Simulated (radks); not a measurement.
Isoelectronic series with 5 electrons, all held in the configuration [He] 2s2 2p1, which need not be the ground one along the series. Method: scalar-relativistic Kohn-Sham, r2SCAN, spin-polarised, spherical densities, finite nucleus; open shells are filled with parallel spins first (spin-orbit coupling, left out, can overturn this in heavy ions); meta-GGA in the generalised Kohn-Sham scheme; Fermi nuclear charge, rms radius of each element as measured or else 0.836 A^(1/3) + 0.57 fm; computed with a radial shooting solver on a logarithmic mesh with Libxc functionals. Total energies (hartree) and mean radii <r> (bohr) (* marks an orbital that is empty in some or all of the ions):

ion    E (hartree)  3s down*  3s up*  2p down*    2p up  2s down
Eu58+   -5623.6787    0.2105  0.2121   0.07946  0.07928  0.09106
Gd59+   -5817.7153    0.2066  0.2082   0.07806  0.07789  0.08936
Dy61+   -6217.6689    0.1993  0.2007   0.07540  0.07523  0.08610
Ho62+   -6423.7061    0.1958  0.1972   0.07412  0.07397  0.08454
Er63+   -6633.8166    0.1924  0.1937   0.07289  0.07274  0.08302
Tm64+   -6848.1167    0.1891  0.1904   0.07169  0.07154  0.08154
Yb65+   -7066.5782    0.1858  0.1871   0.07052  0.07038  0.08011
Lu66+   -7289.3239    0.1827  0.1839   0.06939  0.06925  0.07870
Hf67+   -7516.4567    0.1796  0.1808   0.06829  0.06816  0.07734
Ta68+   -7747.9809    0.1767  0.1778   0.06722  0.06709  0.07601
W69+    -7983.9716    0.1738  0.1749   0.06617  0.06605  0.07471
Re70+   -8224.5164    0.1709  0.1720   0.06516  0.06504  0.07344
Os71+   -8469.6454    0.1682  0.1692   0.06417  0.06405  0.07220
Ir72+   -8719.5179    0.1655  0.1665   0.06321  0.06309  0.07099

Estimate the row of Tb60+.

Answer. E (hartree) -6015.7372; 3s down* 0.2029; 3s up* 0.2044; 2p down* 0.07671; 2p up 0.07654; 2s down 0.08771.
